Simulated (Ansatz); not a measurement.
Ideal-gas functions of FH3MoO4 (`[O]=[Mo]([OH])([OH])([OH])[F]`) at 800 K and 1 bar, from an Ansatz frequency run at PBE0-D4/def2-TZVP.

Molar mass 181.96 g/mol, point group Cs (symmetry number 1), electronic degeneracy 1, moments of inertia 172.164, 190.696, 234.056 u Å². Harmonic wavenumbers (cm⁻¹, unscaled): 93, 102, 239, 253, 279, 302, 341, 361, 425, 467, 546, 588, 674, 698, 758, 760, 835, 1093, 3869, 3871, 3884.

Use S(trans) = R[1.5 ln M + 2.5 ln T − 1.1517]; rotational temperatures θ = 24.2544 K / I; S(rot) = R[ln(√π/σ · √(T³/θAθBθC)) + 1.5]; for each mode x = 1.438777 ν̃/T, S = R[x/(eˣ − 1) − ln(1 − e⁻ˣ)] and H = RT x/(eˣ − 1); 1 cm⁻¹ = 0.0119627 kJ/mol; R = 8.31446 J/(mol·K).

Task: By hand: the entropy, in J/(mol·K).

Result: Translation 194.3. Rotation: θ = 0.1409, 0.1272, 0.1036 K, giving 126.7. Vibration, mode by mode: 23.19, 22.43, 15.40, 14.93, 14.13, 13.49, 12.51, 12.05, 10.75, 10.01, 8.79, 8.23, 7.21, 6.95, 6.35, 6.33, 5.67, 3.92, 0.06, 0.06, 0.06, in all 202.5. Electronic 0.0. Sum 523.5 J/(mol·K).

Task: By hand: H − E and G − E in kJ/mol, counted from the electronic energy.

Result: Zero-point energy ½ × 20438 × 0.0119627 = 122.2; thermal vibration 76.8; translation, rotation and pV give 4 RT = 26.6. H − E = 225.6 kJ/mol, and G − E = 225.6 − 800 × 523.5/1000 = -193.2 kJ/mol.

Vibration gives 39 % of the entropy, 45.6 J/(mol·K) of it from the modes under 150 cm⁻¹: soft modes count most, and the harmonic formula is weakest for them. The sum counts one conformer and one mirror image; others add a mixing term.
